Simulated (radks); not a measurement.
Question: Excited configurations of Ar I: one electron is placed in a higher orbital outside [Ne] 3s2 3p5. The ground configuration is [Ar]. All-electron calculation, Dirac Kohn-Sham, BLYP, spin-unpolarised, spherical densities, finite nucleus; open shells are shared between the two j in proportion to 2j + 1; Fermi nuclear charge, rms radius 3.4274 fm. Program: a radial shooting solver on a logarithmic mesh with Libxc functionals. Excitation = E - E(ground); binding = E(ion) - E, where the ion is the core of charge +1; n* = 1/sqrt(2 binding) in atomic units, and the quantum defect is n - n*. Eigenvalue and <r> are those of j = l + 1/2.

| outer orbital | excitation (eV) | binding (eV) | n* | quantum defect | eigenvalue (eV) | <r> (bohr) |
|---|---|---|---|---|---|---|
| 3d | 14.048 | 1.871 | 2.697 | 0.303 | -0.477 | 7.833 |
| 4p | 13.290 | 2.629 | 2.275 | 1.725 | -1.208 | 6.962 |
| 4d | 14.635 | 1.284 | 3.255 | 0.745 | -0.581 | 13.32 |
| 7p | 15.270 | 0.649 | 4.580 | 2.420 | -0.406 | 35.81 |

Estimate the row for 5s.

Answer: excitation (eV) 14.030; binding (eV) 1.889; n* 2.684; quantum defect 2.316; eigenvalue (eV) -1.056; <r> (bohr) 11.22. The Delta-SCF ionisation energy is 15.919 eV (NIST Atomic Spectra Database: 15.760 eV, measured). Self-interaction in the functional shifts the binding energies and quantum defects, so they are the method's values and not measured ones. Spin polarisation and multiplet splitting are left out, so open shells lie too high by an amount that depends on their filling.

Beside tabulated values, note that spin-unpolarised runs miss the spin-polarisation part of the exchange energy of open shells.
